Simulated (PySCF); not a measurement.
# Manganese: highly charged ions in a basis for the neutral atom

Mn⁷⁺ [Ar], Mn⁸⁺ [Ne] 3s2 3p5. Computed with PySCF 2.14 in jorge-DZP-DKH, with the spin-free X2C one-electron Hamiltonian (Gaussian nucleus). No spin-orbit coupling, so a gap to NIST mixes the basis error with missing relativistic terms.

Changed run: basis of the neutral atom used for a highly charged ion. This setting is unsound on purpose.

```tsv
species	method	sound run (hartree)	changed run (hartree)	converged
Mn⁷⁺	UHF	not run	-1143.04580	yes
Mn⁷⁺	BP86	not run	-1144.01259	yes
Mn⁷⁺	MN15	not run	-1144.61740	yes
Mn⁸⁺	UHF	not run	-1135.89190	yes
Mn⁸⁺	BP86	not run	-1136.80943	yes
Mn⁸⁺	MN15	not run	-1137.39129	yes
```

Ionisation energy of Mn⁷⁺:

```
method  changed run (eV)    NIST (eV)
   UHF            194.67  195.5 ± 0.3
  BP86            196.01  195.5 ± 0.3
  MN15            196.63  195.5 ± 0.3
```

The contracted functions were made for the neutral atom and can be too rigid for a highly charged ion.
